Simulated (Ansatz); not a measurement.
The same path of C₂H₅AlSi (9 atoms, charge 0, multiplicity 1) was run twice with different band settings. The coordinate that changes most is the dihedral H5–Si1–C2–C3.

All numbers below come from RKS B3LYP-D4/def2-SVP (Ansatz).

Relaxed end points:

```xyz
9
Properties=species:S:1:pos:R:3
Si -0.033 1.093 -1.127
C 0.035 -0.127 0.282
C -0.201 -1.485 0.333
Al 0.263 -0.834 2.013
H -0.438 0.436 -2.411
H -1.013 2.177 -0.817
H 1.306 1.727 -1.318
H -0.493 -2.139 -0.502
H 0.576 -0.848 3.547
```

```xyz
9
Properties=species:S:1:pos:R:3
Si -0.408 0.925 -1.202
C -0.018 -0.152 0.270
C 1.090 -0.910 0.587
Al -0.202 -1.040 1.921
H -1.655 0.444 -1.868
H -0.641 2.331 -0.754
H 0.703 0.921 -2.206
H 2.007 -1.028 -0.008
H -0.876 -1.491 3.260
```

Common settings: movable images 9; climbing image yes; spring 5.0 eV/Å²; start path IDPP; force threshold 0.05 eV/Å; iteration limit 60; end points relaxed.

| run | optimiser | largest step |
| --- | --- | --- |
| 1 | quadratic models (default) | default |
| 2 | fire | 0.5 Å |

(1) What does each run give, and how far can it be trusted?

Answers

(1) Run 1: converged after 4 iterations, highest image 0.036 eV above the first end. A vibrational analysis at the climbing image gives one clearly imaginary mode, 101i cm⁻¹: a first-order saddle point.
Run 2: converged after 15 iterations, highest image 0.037 eV above the first end. Another band between the same ends (9 images) ends at a top of the same energy, where a vibrational analysis finds 1 clearly imaginary mode.
